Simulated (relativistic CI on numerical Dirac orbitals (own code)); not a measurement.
## Ni4+: computed level list

Computed by Dirac-Coulomb-Breit CI, orbitals from a KLI potential per configuration, model QED (radiative potential, 1s self-energy scaled to tabulated hydrogen-like ionisation energies), valence Slater integrals scaled by 0.85, P86 correlation estimate, and configurations built on the next ion tied to the tabulated ionisation energy (semi-empirical) (own radial code, finite nucleus).

CI space (outside the closed core [Ne]): 3s2 3p6 3d6, 3s2 3p6 3d5 4s, 3s2 3p6 3d5 4p, 3s2 3p6 3d5 4d, 3s2 3p6 3d5 5s, 3s2 3p6 3d5 4f, 3s2 3p5 3d7, 3s2 3p6 3d5 5p, 3s2 3p6 3d4 4s2, 3s2 3p6 3d5 5d, 3s2 3p4 3d8, 3s2 3p6 3d4 4s 4p, 3s2 3p6 3d5 5f, 3s2 3p6 3d5 5g, 3s 3p6 3d7, 3s2 3p6 3d4 4p2, 3s2 3p6 3d4 4s 4d, 3s2 3p6 3d4 4p 4d. Levels of other configurations are missing.

The lowest level is 3s2 3p6 3d6 5D_4, with 99 % of that term; Hund's rules for 3s2 3p6 3d6 give 5D with J = 4, in agreement.

| No. | Configuration | Term | J | E (eV) | % | Next component (%) | Landé g | Lifetime (s) |
| --- | --- | --- | --- | --- | --- | --- | --- | --- |
| 1 | 3s2 3p6 3d6 | 5D | 4 | 0.0000 | 99 |  | 1.500 |  |
| 2 | 3s2 3p6 3d6 | 5D | 3 | 0.1078 | 99 |  | 1.500 | 4.40e+01 |
| 3 | 3s2 3p6 3d6 | 5D | 2 | 0.1796 | 99 |  | 1.500 | 7.98e+01 |
| 4 | 3s2 3p6 3d6 | 5D | 1 | 0.2251 | 99 |  | 1.500 | 2.14e+02 |
| 5 | 3s2 3p6 3d6 | 5D | 0 | 0.2473 | 99 | 1 3P |  |  |
| 6 | 3s2 3p6 3d6 | 3P | 2 | 2.8644 | 99 |  | 1.499 | 4.73e-01 |
| 7 | 3s2 3p6 3d6 | 3P | 1 | 3.1742 | 99 |  | 1.498 | 3.21e-01 |
| 8 | 3s2 3p6 3d6 | 3H | 6 | 3.2752 | 99 |  | 1.166 |  |
| 9 | 3s2 3p6 3d6 | 3P | 0 | 3.2838 | 97 | 2 1S |  | 3.26e-01 |
| 10 | 3s2 3p6 3d6 | 3F | 4 | 3.2931 | 72 | 20 3H | 1.143 | 5.51e-01 |
| 11 | 3s2 3p6 3d6 | 3H | 5 | 3.3288 | 96 | 4 3G | 1.039 | 4.18e+02 |
| 12 | 3s2 3p6 3d6 | 3F | 3 | 3.3843 | 97 | 3 3G | 1.074 | 6.22e-01 |
| 13 | 3s2 3p6 3d6 | 3H | 4 | 3.3950 | 76 | 23 3F | 0.905 | 1.76e+00 |
| 14 | 3s2 3p6 3d6 | 3F | 2 | 3.4227 | 99 | 1 1D | 0.668 | 1.37e+00 |
| 15 | 3s2 3p6 3d6 | 3G | 5 | 3.9318 | 96 | 4 3H | 1.193 | 2.94e+00 |
| 16 | 3s2 3p6 3d6 | 3G | 4 | 4.0243 | 94 | 3 3F | 1.050 | 3.62e+00 |
| 17 | 3s2 3p6 3d6 | 3G | 3 | 4.0659 | 97 | 3 3F | 0.759 | 2.14e+00 |
| 18 | 3s2 3p6 3d6 | 3D | 2 | 4.8057 | 96 | 3 1D | 1.163 | 8.05e-01 |
| 19 | 3s2 3p6 3d6 | 3D | 1 | 4.8180 | 99 |  | 0.501 | 6.39e-01 |
| 20 | 3s2 3p6 3d6 | 1G | 4 | 4.8263 | 97 | 1 3F | 1.000 | 4.25e-01 |
| 21 | 3s2 3p6 3d6 | 3D | 3 | 4.8449 | 99 |  | 1.332 | 5.76e-01 |
| 22 | 3s2 3p6 3d6 | 1I | 6 | 4.9724 | 99 |  | 1.000 | 1.57e+00 |
| 23 | 3s2 3p6 3d6 | 1S | 0 | 5.2429 | 97 | 2 3P |  | 1.89e-01 |
| 24 | 3s2 3p6 3d6 | 1D | 2 | 5.5572 | 95 | 3 3D | 1.004 | 4.15e-01 |
| 25 | 3s2 3p6 3d6 | 1F | 3 | 6.7378 | 98 | 2 3F | 1.001 | 8.69e-01 |
| 26 | 3s2 3p6 3d6 | 3P | 0 | 7.6535 | 99 | 1 3s2 3p4 3d8 3P |  | 2.15e-01 |
| 27 | 3s2 3p6 3d6 | 3P | 1 | 7.7533 | 99 | 1 3s2 3p4 3d8 3P | 1.500 | 2.00e-01 |
| 28 | 3s2 3p6 3d6 | 3F | 2 | 7.9224 | 99 |  | 0.668 | 1.56e-01 |
| 29 | 3s2 3p6 3d6 | 3F | 4 | 7.9378 | 99 | 1 1G | 1.248 | 1.47e-01 |
| 30 | 3s2 3p6 3d6 | 3P | 2 | 7.9497 | 99 | 1 3s2 3p4 3d8 3P | 1.497 | 2.28e-01 |
| 31 | 3s2 3p6 3d6 | 3F | 3 | 7.9531 | 98 | 1 1F | 1.082 | 1.56e-01 |
| 32 | 3s2 3p6 3d6 | 1G | 4 | 9.0477 | 99 | 1 3F | 1.001 | 1.86e-01 |
| 33 | 3s2 3p6 3d6 | 1D | 2 | 12.0722 | 99 | 1 3s2 3p4 3d8 1D | 0.999 | 3.22e-02 |
| 34 | 3s2 3p6 3d6 | 1S | 0 | 15.3381 | 99 | 1 3s2 3p4 3d8 1S |  | 1.99e-02 |
| 35 | 3s2 3p6 3d5 4s | 7S | 3 | 21.0813 | 100 |  | 2.001 | 1.28e-01 |
| 36 | 3s2 3p6 3d5 4s | 5S | 2 | 22.6413 | 99 |  | 2.000 | 3.05e-05 |
| 37 | 3s2 3p6 3d5 4s | 5G | 6 | 26.1885 | 100 |  | 1.333 | 1.05e-04 |
| 38 | 3s2 3p6 3d5 4s | 5G | 5 | 26.1992 | 100 |  | 1.267 | 1.06e-04 |
| 39 | 3s2 3p6 3d5 4s | 5G | 2 | 26.2029 | 99 | 1 3F | 0.333 | 1.08e-04 |
| 40 | 3s2 3p6 3d5 4s | 5G | 4 | 26.2035 | 100 |  | 1.150 | 1.07e-04 |
| 41 | 3s2 3p6 3d5 4s | 5G | 3 | 26.2041 | 99 |  | 0.917 | 1.07e-04 |
| 42 | 3s2 3p6 3d5 4s | 5P | 3 | 26.9162 | 88 | 10 5D | 1.647 | 9.30e-05 |
| 43 | 3s2 3p6 3d5 4s | 5P | 2 | 26.9356 | 90 | 10 5D | 1.800 | 9.38e-05 |
| 44 | 3s2 3p6 3d5 4s | 5P | 1 | 26.9625 | 95 | 5 5D | 2.453 | 9.42e-05 |
| 45 | 3s2 3p6 3d5 4s | 3G | 5 | 27.2303 | 99 |  | 1.199 | 3.14e-05 |
| 46 | 3s2 3p6 3d5 4s | 3G | 3 | 27.2381 | 99 |  | 0.751 | 3.14e-05 |
| 47 | 3s2 3p6 3d5 4s | 3G | 4 | 27.2395 | 99 |  | 1.052 | 3.15e-05 |
| 48 | 3s2 3p6 3d5 4s | 5D | 4 | 27.3658 | 99 | 1 3G | 1.497 | 8.93e-05 |
| 49 | 3s2 3p6 3d5 4s | 5D | 0 | 27.3799 | 98 | 2 3P |  | 8.83e-05 |
| 50 | 3s2 3p6 3d5 4s | 5D | 1 | 27.3976 | 93 | 5 5P | 1.547 | 8.86e-05 |
| 51 | 3s2 3p6 3d5 4s | 5D | 2 | 27.4182 | 89 | 10 5P | 1.531 | 8.95e-05 |
| 52 | 3s2 3p6 3d5 4s | 5D | 3 | 27.4188 | 89 | 10 5P | 1.516 | 9.04e-05 |
| 53 | 3s2 3p6 3d5 4s | 3P | 2 | 27.9558 | 87 | 11 3D | 1.459 | 2.78e-05 |
| 54 | 3s2 3p6 3d5 4s | 3P | 1 | 27.9983 | 91 | 7 3D | 1.427 | 2.78e-05 |
| 55 | 3s2 3p6 3d5 4s | 3P | 0 | 28.0330 | 98 | 2 5D |  | 2.77e-05 |
| 56 | 3s2 3p6 3d5 4s | 3D | 3 | 28.4059 | 98 | 1 3F | 1.332 | 2.81e-05 |
| 57 | 3s2 3p6 3d5 4s | 3D | 1 | 28.4524 | 92 | 7 3P | 0.567 | 2.83e-05 |
| 58 | 3s2 3p6 3d5 4s | 3D | 2 | 28.4618 | 88 | 10 3P | 1.199 | 2.82e-05 |
| 59 | 3s2 3p6 3d5 4s | 3I | 6 | 28.5327 | 99 | 1 3H | 1.024 | 6.26e-05 |
| 60 | 3s2 3p6 3d5 4s | 3I | 5 | 28.5338 | 99 | 1 3H | 0.834 | 6.30e-05 |
| 61 | 3s2 3p6 3d5 4s | 3I | 7 | 28.5348 | 100 |  | 1.143 | 6.20e-05 |
| 62 | 3s2 3p6 3d5 4s | 1I | 6 | 29.0477 | 98 | 1 3H | 1.002 | 3.73e-05 |
| 63 | 3s2 3p6 3d5 4s | 3D | 2 | 29.3557 | 46 | 36 5F | 1.027 | 5.63e-05 |
| 64 | 3s2 3p6 3d5 4s | 3D | 3 | 29.3574 | 57 | 20 3F | 1.259 | 5.43e-05 |
| 65 | 3s2 3p6 3d5 4s | 5F | 1 | 29.3725 | 61 | 38 3D | 0.193 | 5.89e-05 |
| 66 | 3s2 3p6 3d5 4s | 5F | 5 | 29.4396 | 97 | 2 3G | 1.395 | 6.10e-05 |
| 67 | 3s2 3p6 3d5 4s | 5F | 4 | 29.4523 | 96 | 2 3F | 1.345 | 6.13e-05 |
| 68 | 3s2 3p6 3d5 4s | 5F | 3 | 29.4829 | 77 | 13 3F | 1.234 | 5.94e-05 |
| 69 | 3s2 3p6 3d5 4s | 5F | 2 | 29.5135 | 55 | 30 3F | 0.918 | 5.62e-05 |
| 70 | 3s2 3p6 3d5 4s | 3D | 1 | 29.6358 | 61 | 38 5F | 0.310 | 5.65e-05 |

Energies count from the lowest computed level; lifetimes are radiative, by E1, M1, E2 decay to levels of this space only; some are left blank where a channel outside the calculation adds to the decay or the decay crosses a small, uncertain gap.

The mean weight of the leading LS term, summed over parents, in these 70 levels is 93 %, and that of the leading jj configuration (from the same eigenvectors) 53 %, so LS coupling describes them better.

Configurations that consist of the next ion and one excited electron were tied to the tabulated ionisation energy; Rydberg ones are usually within 1,000 to 3,000 cm⁻¹ and the lowest ones within about 6,000 (9,000 in d shells), while levels on excited terms of the next ion carry the error of that term, and the other configurations can be misplaced by 10,000 cm⁻¹ or more. Rates follow the energies as ν³ (E1, M1) or ν⁵ (E2), so rates, branching and lifetimes can be off by large factors. 67 of the 69 excited levels that our extract of the measured tables holds in this range could be paired (the sources list more); they are missed by 3206 cm⁻¹ on average and 7052 at most, and levels without a partner can miss by more.

Landé's interval rule says that E(J) − E(J−1) = AJ with one A. For the ground term the intervals give A = -178.6, -183.8, -193.1, -217.3 cm⁻¹ for J = 1, 2, 3, 4; the multiplet is inverted.
